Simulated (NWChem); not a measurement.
C₂H₆Be; SMILES [CH3][Be][CH3]

Program: NWChem. Pople sets run with spherical d functions. All runs use the structure optimised with B3LYP/6-31G* (spherical d). Level PBE0/6-31G*: single points from the atomic guess with DIIS by default; each run changes one setting, and all converged runs end within 0.3 mHa of each other. cgmin counts macro-iterations, each dearer than a DIIS step.

### Question
Which setting needs the most SCF iterations, or fails (occupation smearing of 0.005 Ha; defaults; level shift of 0.5 Ha throughout; quadratically convergent solver (cgmin); DIIS on 20 Fock matrices)?

### Answer
level shift of 0.5 Ha throughout, with 10 against 6 for the defaults.
| setting | SCF iterations |
|---|---|
| defaults | 6 |
| quadratically convergent solver (cgmin) | 4 |
| occupation smearing of 0.005 Ha | 6 |
| DIIS on 20 Fock matrices | 6 |
| level shift of 0.5 Ha throughout | 10 |
